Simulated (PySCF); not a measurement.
## Trend along group 13: MSb cations

PBE0 with double-zeta basis sets in PySCF, for the lowest determinant that a PBE0 search found; no spin–orbit coupling. De refers to high-spin ground-configuration atoms (the charge goes to the atom of lower measured ionisation energy or higher electron affinity, which is not always the lowest computed limit). A positive dipole points towards Sb; it is taken about the centre of mass and depends on that origin.

| M | basis | charged atom | state (unpaired electrons) | Re (Å) | ωe (cm⁻¹) | De (eV) | μ (D) |
| --- | --- | --- | --- | --- | --- | --- | --- |
| B | cc-pVDZ/cc-pVDZ-PP | B+ | quartet (σ ↑, π ↑↑) | 2.188 | 530 | 2.94 | -2.12 |
| Al | def2-SVPD | Al+ | quartet (σ ↑, π ↑↑) | 2.805 | 187 | 0.93 | -5.77 |
| Tl | def2-SVP | Tl+ | quartet (σ ↑, π ↑↑) | 3.301 | 66.1 | n/a | -1.54 |

The shortest bond is that of BSb⁺ (2.188 Å), the longest that of TlSb⁺ (3.301 Å).

The rows differ in basis set, which adds steps of its own.

Down a group the atoms grow and get heavier, so bonds lengthen and wavenumbers fall; this series shows no clear exception.

These are scalar-relativistic numbers at best; spin–orbit coupling would shift them, the dissociation energy most. For an ion De counts to the pair picked by the measured ionisation energies or electron affinities, which need not be the lowest pair at this level. States were picked by a PBE0 search and need not be the measured ground states.
